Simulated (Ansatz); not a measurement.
Relaxation of C$_{2}$H$_{8}$GeO (12 atoms, charge 0, multiplicity 1), to a largest force component of 0.03 eV/Å in at most 50 steps.

Method: RKS PBE-D4/def2-SVP (Ansatz 0.2.0).

```xyz
12
Properties=species:S:1:pos:R:3:forces:R:3
Ge -0.902 1.701 0.409 0.06 -0.03 0.00
O 1.398 -0.454 0.240 0.05 -0.08 0.16
C 0.963 -1.768 0.529 -0.03 0.05 0.04
C -1.011 1.165 -1.299 -0.01 -0.02 -0.09
H 0.814 -0.093 -0.458 -0.13 0.08 -0.15
H -1.640 0.957 1.541 0.03 0.02 -0.02
H -0.004 2.875 0.849 -0.02 -0.07 -0.01
H 1.550 -2.138 1.396 -0.02 0.01 -0.01
H -0.120 -1.829 0.809 0.07 0.01 -0.02
H 1.135 -2.482 -0.312 0.00 0.01 -0.01
H -0.489 1.713 -2.103 -0.07 -0.05 0.08
H -1.694 0.352 -1.600 0.08 0.07 0.03
```

Where does it end, and by what steps?

The run converged. After 10 steps the energy has fallen by 0.041 eV; H8 moved furthest, 0.51 Å.

```csv
step,energy less start (eV),largest force component (eV/Å),accepted
0,0.0000,0.163,yes
1,-0.0039,0.325,yes
2,-0.0172,0.148,yes
3,-0.0227,0.172,yes
4,-0.0274,0.194,yes
5,-0.0318,0.292,yes
6,-0.0344,0.311,yes
7,-0.0386,0.110,yes
8,-0.0399,0.055,yes
9,-0.0401,0.044,yes
10,-0.0405,0.015,yes
```

```xyz
12
Properties=species:S:1:pos:R:3
Ge -0.704 1.439 0.371
O 1.231 -0.338 0.206
C 0.911 -1.655 0.634
C -1.109 1.257 -1.368
H 0.833 -0.196 -0.685
H -1.374 0.570 1.457
H 0.286 2.496 0.894
H 1.301 -1.778 1.663
H -0.188 -1.847 0.657
H 1.389 -2.431 -0.007
H -0.693 1.938 -2.125
H -1.883 0.546 -1.696
```

Whether the end is a true minimum wasn't checked by a vibrational analysis.

Time of the run: 28 s on 2 threads of Intel(R) Xeon(R) Platinum 8175M CPU @ 2.50GHz (Skylake/Cascade Lake), with other jobs on the host, peak memory 0.17 GiB.
